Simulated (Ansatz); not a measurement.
Born–Oppenheimer molecular dynamics of C₂H₈GeS (12 atoms, charge 0, multiplicity 1). It starts at the highest image of a converged band. Of that band: Neighbouring images differ by up to 1.6 eV, so the band resolves the path poorly. A vibrational analysis at the climbing image gives one clearly imaginary mode, 1417i cm⁻¹: a first-order saddle point.

Theory: Ansatz, RKS PBE0/def2-SVP.

```json
{
 "ensemble": "NVE (velocity Verlet)",
 "time step": "0.5 fs",
 "steps asked": "193",
 "starting velocities drawn for": "300 K",
 "seed": "7861"
}
```

Frames 0.5 fs apart, positions in Å, forces in eV/Å.

Velocities at 60.0 fs (Å/ps):

```
Ge 1.11 2.65 -0.14
C -1.45 -12.80 3.97
C 2.64 -1.78 -6.22
S -3.40 -1.87 0.29
H 0.34 22.38 46.38
H -18.61 52.66 -8.04
H 28.10 -40.98 17.56
H -38.21 -12.72 -18.79
H 41.51 -7.88 -22.46
H -11.21 4.86 -3.84
H 14.53 4.25 4.26
H -2.24 19.85 12.30
```

```xyz
12
Properties=species:S:1:pos:R:3:forces:R:3 time_fs=60.0 energy_less_start_eV=-0.534 T=714
Ge -1.272 0.466 0.782 0.43 -0.13 0.46
C 0.296 -0.797 0.403 0.19 1.32 -0.31
C 0.655 -0.509 -1.099 -0.47 -1.10 0.15
S -0.781 2.922 0.616 1.47 -4.09 3.00
H 0.049 2.273 1.884 -1.66 1.96 -2.75
H -1.876 0.219 2.223 0.30 0.36 -0.39
H -2.324 -0.227 -0.157 0.11 0.78 -0.10
H -0.167 -1.814 0.494 0.27 0.61 0.04
H 1.205 -0.779 1.057 -0.74 0.32 -0.09
H 0.023 -1.295 -1.545 0.35 0.29 -0.96
H 1.715 -0.698 -1.378 -0.38 -0.01 0.28
H 0.359 0.463 -1.564 0.14 -0.31 0.68
12
Properties=species:S:1:pos:R:3:forces:R:3 time_fs=60.5 energy_less_start_eV=-0.466 T=662
Ge -1.272 0.467 0.782 0.54 -0.10 0.49
C 0.296 -0.803 0.405 0.37 1.27 -0.32
C 0.656 -0.510 -1.102 -0.53 -0.95 0.20
S -0.783 2.921 0.616 1.48 -4.04 3.03
H 0.047 2.286 1.904 -1.69 1.92 -2.83
H -1.885 0.246 2.219 0.30 0.31 -0.34
H -2.310 -0.247 -0.148 0.04 0.77 -0.17
H -0.186 -1.820 0.485 0.44 0.76 0.09
H 1.224 -0.782 1.046 -1.03 0.23 -0.17
H 0.018 -1.292 -1.548 0.40 0.31 -0.97
H 1.721 -0.696 -1.376 -0.51 -0.01 0.27
H 0.358 0.473 -1.557 0.20 -0.47 0.70
12
Properties=species:S:1:pos:R:3:forces:R:3 time_fs=61.0 energy_less_start_eV=-0.433 T=636
Ge -1.271 0.468 0.782 0.66 -0.07 0.51
C 0.295 -0.809 0.406 0.50 1.26 -0.38
C 0.657 -0.511 -1.105 -0.60 -0.82 0.28
S -0.784 2.920 0.616 1.49 -3.97 3.04
H 0.042 2.304 1.917 -1.70 1.86 -2.87
H -1.894 0.274 2.213 0.29 0.26 -0.29
H -2.296 -0.264 -0.140 -0.04 0.76 -0.24
H -0.203 -1.823 0.475 0.58 0.86 0.15
H 1.242 -0.785 1.034 -1.27 0.14 -0.20
H 0.014 -1.289 -1.554 0.45 0.33 -0.97
H 1.727 -0.694 -1.373 -0.60 -0.01 0.25
H 0.357 0.481 -1.548 0.25 -0.60 0.70
12
Properties=species:S:1:pos:R:3:forces:R:3 time_fs=61.5 energy_less_start_eV=-0.439 T=641
Ge -1.271 0.470 0.782 0.77 -0.04 0.52
C 0.294 -0.815 0.408 0.58 1.27 -0.47
C 0.658 -0.513 -1.108 -0.67 -0.72 0.38
S -0.786 2.918 0.617 1.47 -3.88 3.02
H 0.032 2.327 1.924 -1.69 1.79 -2.88
H -1.901 0.302 2.207 0.27 0.21 -0.22
H -2.281 -0.280 -0.132 -0.12 0.75 -0.30
H -0.220 -1.825 0.467 0.70 0.90 0.20
H 1.256 -0.788 1.022 -1.44 0.07 -0.19
H 0.011 -1.284 -1.562 0.48 0.33 -0.95
H 1.731 -0.692 -1.369 -0.65 -0.01 0.22
H 0.357 0.488 -1.538 0.29 -0.68 0.67
12
Properties=species:S:1:pos:R:3:forces:R:3 time_fs=62.0 energy_less_start_eV=-0.487 T=679
Ge -1.270 0.471 0.782 0.89 0.00 0.51
C 0.294 -0.820 0.410 0.61 1.33 -0.61
C 0.659 -0.514 -1.111 -0.75 -0.63 0.50
S -0.787 2.916 0.618 1.44 -3.77 2.97
H 0.018 2.354 1.923 -1.65 1.70 -2.86
H -1.908 0.330 2.201 0.25 0.16 -0.14
H -2.268 -0.294 -0.125 -0.20 0.73 -0.37
H -0.234 -1.825 0.458 0.78 0.89 0.26
H 1.267 -0.791 1.009 -1.53 -0.01 -0.15
H 0.009 -1.279 -1.572 0.50 0.33 -0.93
H 1.734 -0.690 -1.365 -0.65 -0.02 0.19
H 0.358 0.494 -1.526 0.32 -0.72 0.62
12
Properties=species:S:1:pos:R:3:forces:R:3 time_fs=62.5 energy_less_start_eV=-0.577 T=748
Ge -1.269 0.472 0.782 1.00 0.04 0.50
C 0.294 -0.826 0.411 0.60 1.41 -0.77
C 0.660 -0.516 -1.113 -0.84 -0.58 0.65
S -0.788 2.914 0.619 1.37 -3.64 2.86
H 0.000 2.385 1.916 -1.59 1.60 -2.79
H -1.914 0.359 2.194 0.23 0.11 -0.07
H -2.254 -0.307 -0.119 -0.27 0.71 -0.42
H -0.247 -1.822 0.451 0.84 0.83 0.31
H 1.274 -0.793 0.996 -1.55 -0.07 -0.07
H 0.008 -1.273 -1.584 0.51 0.32 -0.90
H 1.735 -0.688 -1.360 -0.61 -0.04 0.15
H 0.360 0.497 -1.512 0.33 -0.70 0.55
12
Properties=species:S:1:pos:R:3:forces:R:3 time_fs=63.0 energy_less_start_eV=-0.702 T=844
Ge -1.269 0.474 0.782 1.11 0.08 0.49
C 0.294 -0.831 0.413 0.53 1.53 -0.97
C 0.660 -0.518 -1.116 -0.94 -0.54 0.80
S -0.789 2.911 0.621 1.27 -3.48 2.68
H -0.022 2.419 1.901 -1.49 1.46 -2.65
H -1.920 0.389 2.187 0.21 0.06 0.01
H -2.241 -0.317 -0.114 -0.34 0.69 -0.47
H -0.258 -1.818 0.444 0.85 0.72 0.36
H 1.278 -0.796 0.983 -1.49 -0.12 0.05
H 0.008 -1.267 -1.598 0.50 0.30 -0.85
H 1.734 -0.686 -1.355 -0.53 -0.06 0.10
H 0.362 0.499 -1.498 0.32 -0.63 0.46
12
Properties=species:S:1:pos:R:3:forces:R:3 time_fs=63.5 energy_less_start_eV=-0.850 T=957
Ge -1.268 0.475 0.782 1.21 0.12 0.46
C 0.294 -0.835 0.414 0.41 1.67 -1.19
C 0.661 -0.519 -1.119 -1.04 -0.54 0.97
S -0.790 2.908 0.622 1.10 -3.28 2.38
H -0.047 2.458 1.881 -1.32 1.28 -2.39
H -1.925 0.418 2.180 0.18 0.01 0.09
H -2.229 -0.326 -0.110 -0.40 0.67 -0.52
H -0.267 -1.812 0.438 0.83 0.56 0.40
H 1.278 -0.799 0.970 -1.35 -0.16 0.19
H 0.010 -1.259 -1.615 0.49 0.27 -0.80
H 1.733 -0.684 -1.350 -0.40 -0.08 0.05
H 0.365 0.500 -1.482 0.30 -0.52 0.36
12
Properties=species:S:1:pos:R:3:forces:R:3 time_fs=64.0 energy_less_start_eV=-1.001 T=1073
Ge -1.267 0.476 0.782 1.30 0.15 0.44
C 0.294 -0.840 0.415 0.24 1.84 -1.44
C 0.661 -0.521 -1.121 -1.13 -0.57 1.13
S -0.791 2.905 0.624 0.84 -3.02 1.91
H -0.076 2.499 1.855 -1.07 1.05 -1.96
H -1.930 0.448 2.173 0.16 -0.04 0.15
H -2.218 -0.334 -0.107 -0.46 0.66 -0.55
H -0.274 -1.804 0.433 0.77 0.35 0.43
H 1.275 -0.802 0.957 -1.14 -0.18 0.36
H 0.013 -1.251 -1.633 0.46 0.24 -0.74
H 1.730 -0.683 -1.344 -0.26 -0.10 0.00
H 0.369 0.499 -1.465 0.27 -0.37 0.25
12
Properties=species:S:1:pos:R:3:forces:R:3 time_fs=64.5 energy_less_start_eV=-1.130 T=1171
Ge -1.266 0.478 0.782 1.39 0.18 0.43
C 0.294 -0.843 0.416 0.03 2.02 -1.70
C 0.661 -0.524 -1.123 -1.22 -0.62 1.29
S -0.792 2.902 0.626 0.45 -2.71 1.19
H -0.107 2.543 1.824 -0.68 0.77 -1.29
H -1.935 0.477 2.167 0.13 -0.09 0.21
H -2.208 -0.339 -0.106 -0.50 0.65 -0.57
H -0.279 -1.796 0.429 0.68 0.12 0.46
H 1.269 -0.806 0.945 -0.85 -0.20 0.56
H 0.017 -1.243 -1.653 0.43 0.20 -0.67
H 1.727 -0.681 -1.339 -0.09 -0.13 -0.05
H 0.374 0.497 -1.448 0.23 -0.19 0.13
12
Properties=species:S:1:pos:R:3:forces:R:3 time_fs=65.0 energy_less_start_eV=-1.204 T=1227
Ge -1.266 0.479 0.782 1.46 0.21 0.42
C 0.294 -0.847 0.416 -0.22 2.20 -1.96
C 0.661 -0.526 -1.125 -1.28 -0.68 1.43
S -0.793 2.899 0.628 -0.11 -2.34 0.15
H -0.139 2.588 1.790 -0.13 0.42 -0.30
H -1.939 0.506 2.161 0.11 -0.14 0.26
H -2.200 -0.344 -0.106 -0.54 0.65 -0.58
H -0.282 -1.787 0.426 0.56 -0.14 0.48
H 1.261 -0.810 0.935 -0.51 -0.21 0.77
H 0.021 -1.234 -1.675 0.40 0.17 -0.58
H 1.723 -0.680 -1.334 0.08 -0.15 -0.09
H 0.379 0.495 -1.430 0.19 0.01 0.02
12
Properties=species:S:1:pos:R:3:forces:R:3 time_fs=65.5 energy_less_start_eV=-1.193 T=1217
Ge -1.265 0.480 0.782 1.51 0.23 0.42
C 0.294 -0.850 0.416 -0.50 2.38 -2.22
C 0.660 -0.528 -1.127 -1.33 -0.75 1.54
S -0.794 2.895 0.630 -0.86 -1.93 -1.27
H -0.172 2.635 1.755 0.61 0.05 1.06
H -1.942 0.535 2.156 0.10 -0.19 0.30
H -2.192 -0.346 -0.107 -0.56 0.65 -0.59
H -0.284 -1.778 0.424 0.42 -0.41 0.49
H 1.251 -0.815 0.926 -0.13 -0.20 0.98
H 0.027 -1.224 -1.698 0.36 0.15 -0.49
H 1.720 -0.680 -1.329 0.23 -0.17 -0.12
H 0.384 0.493 -1.413 0.15 0.20 -0.09
```

Of the whole run (96 fs, mean temperature of the second half 1076 K): The conserved energy stayed within 0.8 meV per atom of its start (net change -0.71 meV per atom), so the integration is sound. The system heated up, since it started high on the potential surface and ran downhill. A run of 0.097 ps of so small a system gives no equilibrium averages. The orbitals stay closed-shell, which can raise the energy where a bond breaks towards radicals; this wasn't checked here.

The run took 11 min on 2 threads of Arm Neoverse V2, with other jobs on the host, peak memory 0.3 GiB.
